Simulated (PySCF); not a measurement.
Br$_{4}$Hf, charge -1, doublet, at a GFN2-xTB geometry of the parent state (such geometries of metal compounds can be far from the true shape) (a state made from the parent by changing its charge; the spin is typed, not shown lowest) (core potentials on Hf); DF-HF/def2-SVP in PySCF.

PySCF was given this input:
```python
from pyscf import gto, scf

mol = gto.M(
    atom='''
Hf   -0.000000   -0.000000    0.000000
Br    1.956449   -0.567642   -1.435489
Br    0.757430    0.302432    2.354862
Br   -1.043284    2.111477   -0.814716
Br   -1.670594   -1.846267   -0.104657
''',
    basis='def2-svp',
    ecp={'Hf': 'def2-svp'},
    charge=-1,
    spin=1,
    verbose=4,
)

mf = scf.UHF(mol)
mf = mf.density_fit(auxbasis='def2-universal-jkfit')
mf.kernel()
mf.analyze()
```

The log (banner, timings and long lists left out):

```
PySCF version 2.14.0

[INPUT] verbose = 4
[INPUT] num. atoms = 5
[INPUT] num. electrons = 153
[INPUT] charge = -1
[INPUT] spin (= nelec alpha-beta = 2S) = 1
[INPUT] symmetry False subgroup None
[INPUT] Mole.unit = angstrom
[INPUT] Symbol           X                Y                Z      unit          X                Y                Z       unit  Magmom
[...]
nuclear repulsion = 1312.47433981721
number of shells = 60
number of NR pGTOs = 353
number of NR cGTOs = 160
basis = def2-svp
ecp = {'Hf': 'def2-svp'}

******** <class 'pyscf.df.df_jk.DFUHF'> ********
method = DFUHF
initial guess = minao
damping factor = 0
level_shift factor = 0
DIIS = <class 'pyscf.scf.diis.CDIIS'>
diis_start_cycle = 1
diis_space = 8
diis_damp = 0
SCF conv_tol = 1e-09
SCF conv_tol_grad = None
SCF max_cycles = 50
direct_scf = False
number electrons alpha = 77  beta = 76
Set gradient conv threshold to 3.16228e-05
******** <class 'pyscf.df.df.DF'> ********
auxbasis = def2-universal-jkfit
init E= -10319.2029239795

cycle= 1 E= -10336.1526638196  delta_E= -16.9  |g|= 0.446  |ddm|= 5.45
cycle= 2 E= -10336.2178081643  delta_E= -0.0651  |g|= 0.184  |ddm|= 0.874
cycle= 3 E= -10336.2371752623  delta_E= -0.0194  |g|= 0.0509  |ddm|= 0.306
cycle= 4 E= -10336.2392034122  delta_E= -0.00203  |g|= 0.0131  |ddm|= 0.0857
cycle= 5 E= -10336.2393487299  delta_E= -0.000145  |g|= 0.00465  |ddm|= 0.029
cycle= 6 E= -10336.2393835731  delta_E= -3.48e-05  |g|= 0.00111  |ddm|= 0.0192
cycle= 7 E= -10336.2393865971  delta_E= -3.02e-06  |g|= 0.000397  |ddm|= 0.00599
cycle= 8 E= -10336.2393870673  delta_E= -4.7e-07  |g|= 0.000131  |ddm|= 0.00264
cycle= 9 E= -10336.2393871279  delta_E= -6.06e-08  |g|= 4.09e-05  |ddm|= 0.00109
cycle= 10 E= -10336.2393871352  delta_E= -7.32e-09  |g|= 2.87e-05  |ddm|= 0.000283
cycle= 11 E= -10336.2393871406  delta_E= -5.35e-09  |g|= 2.63e-05  |ddm|= 0.000192
cycle= 12 E= -10336.2393871458  delta_E= -5.16e-09  |g|= 2.58e-05  |ddm|= 0.000173
cycle= 13 E= -10336.2393871515  delta_E= -5.75e-09  |g|= 2.57e-05  |ddm|= 0.000184
cycle= 14 E= -10336.2393871562  delta_E= -4.68e-09  |g|= 2.57e-05  |ddm|= 0.00015
cycle= 15 E= -10336.2393871622  delta_E= -5.98e-09  |g|= 2.56e-05  |ddm|= 0.00019
cycle= 16 E= -10336.2393871858  delta_E= -2.36e-08  |g|= 2.56e-05  |ddm|= 0.000757
cycle= 17 E= -10336.2393873549  delta_E= -1.69e-07  |g|= 2.54e-05  |ddm|= 0.00545
cycle= 18 E= -10336.2393875335  delta_E= -1.79e-07  |g|= 2.54e-05  |ddm|= 0.00582
[...]
converged SCF energy = -10336.2393875357  <S^2> = 0.7544767  2S+1 = 2.0044717
Total Energy =                      -10336.239387535746573
[...]
spin_pop of  3 Br 2s       -0.00000
spin_pop of  3 Br 3s       -0.00002
spin_pop of  3 Br 4s       -0.00023
spin_pop of  3 Br 5s        0.00017
spin_pop of  3 Br 2px       0.00000
spin_pop of  3 Br 2py      -0.00000
spin_pop of  3 Br 2pz       0.00000
spin_pop of  3 Br 3px       0.00000
spin_pop of  3 Br 3py      -0.00000
spin_pop of  3 Br 3pz       0.00000
spin_pop of  3 Br 4px      -0.00236
spin_pop of  3 Br 4py      -0.00800
spin_pop of  3 Br 4pz       0.00277
spin_pop of  3 Br 5px       0.00176
spin_pop of  3 Br 5py       0.00005
spin_pop of  3 Br 5pz       0.00330
spin_pop of  3 Br 3dxy      0.00000
spin_pop of  3 Br 3dyz      0.00000
spin_pop of  3 Br 3dz^2     0.00000
spin_pop of  3 Br 3dxz      0.00000
spin_pop of  3 Br 3dx2-y2   -0.00000
spin_pop of  3 Br 4dxy      0.00197
spin_pop of  3 Br 4dyz      0.00147
spin_pop of  3 Br 4dz^2     0.00095
spin_pop of  3 Br 4dxz      0.00129
spin_pop of  3 Br 4dx2-y2    0.00054
spin_pop of  3 Br 5dxy      0.00005
spin_pop of  3 Br 5dyz      0.00002
spin_pop of  3 Br 5dz^2     0.00001
spin_pop of  3 Br 5dxz      0.00006
spin_pop of  3 Br 5dx2-y2    0.00002
spin_pop of  4 Br 1s       -0.00000
spin_pop of  4 Br 2s       -0.00000
spin_pop of  4 Br 3s       -0.00002
spin_pop of  4 Br 4s       -0.00023
spin_pop of  4 Br 5s        0.00017
spin_pop of  4 Br 2px      -0.00000
spin_pop of  4 Br 2py      -0.00000
spin_pop of  4 Br 2pz       0.00000
spin_pop of  4 Br 3px      -0.00000
spin_pop of  4 Br 3py      -0.00000
spin_pop of  4 Br 3pz       0.00000
spin_pop of  4 Br 4px      -0.00735
spin_pop of  4 Br 4py      -0.00624
spin_pop of  4 Br 4pz       0.00601
spin_pop of  4 Br 5px       0.00014
spin_pop of  4 Br 5py       0.00011
spin_pop of  4 Br 5pz       0.00538
spin_pop of  4 Br 3dxy      0.00000
spin_pop of  4 Br 3dyz      0.00000
spin_pop of  4 Br 3dz^2     0.00000
spin_pop of  4 Br 3dxz      0.00000
spin_pop of  4 Br 3dx2-y2   -0.00000
spin_pop of  4 Br 4dxy      0.00023
spin_pop of  4 Br 4dyz      0.00221
spin_pop of  4 Br 4dz^2     0.00088
spin_pop of  4 Br 4dxz      0.00300
spin_pop of  4 Br 4dx2-y2    0.00007
spin_pop of  4 Br 5dxy      0.00001
spin_pop of  4 Br 5dyz      0.00004
spin_pop of  4 Br 5dz^2     0.00004
spin_pop of  4 Br 5dxz      0.00006
spin_pop of  4 Br 5dx2-y2    0.00000
In total            77.00000 | 76.00000

WARN: System has nonzero charge -1; the dipole moment is origin-dependent.
Location of origin: [0. 0. 0.]

Dipole moment(X, Y, Z, Debye): -0.00000,  0.00000, -0.00000
```
